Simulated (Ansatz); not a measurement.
Base molecule (SMILES): O[SiH](O)O. Each molecule is optimised on its own at B3LYP-D3(BJ)/def2-TZVP (Ansatz, a first-principles code), one conformer each, not searched for the lowest. Cores are frozen in the correlated levels unless marked. Open shells are spin-unrestricted. No spin-orbit coupling. Non-relativistic. CBS(X,Y): correlation extrapolated as X^-3; Hartree-Fock from the larger set. The bracket is a focal-point correction in the basis named. Vertical energies are electronic, to the SCF solution reached for that spin.

Levels, all with Ansatz: PBE/def2-TZVPD, and a column headed coupled cluster (CCSD(T) or an MP2 limit with a CCSD(T) correction), which has limits of its own: vertical triplet energy at RI-MP2/CBS(aug-cc-pV(T+d)Z,aug-cc-pV(Q+d)Z)+[CCSD(T)-MP2]/aug-cc-pV(T+d)Z.

```
property of the base          coupled cluster   PBE
----------------------------  ---------------  ----
vertical triplet energy (eV)             8.11  6.91
```

Question: What happens with H on Si replaced by NH2, giving N[Si](O)(O)O? Give the coupled-cluster values, and the shifts at both levels.

Answer: vertical triplet energy 6.51 eV (-1.60; PBE -0.98).

Question: What happens with H on Si replaced by CH3, giving C[Si](O)(O)O? Give the coupled-cluster values, and the shifts at both levels.

Answer: vertical triplet energy 7.88 eV (-0.23; PBE -0.40).
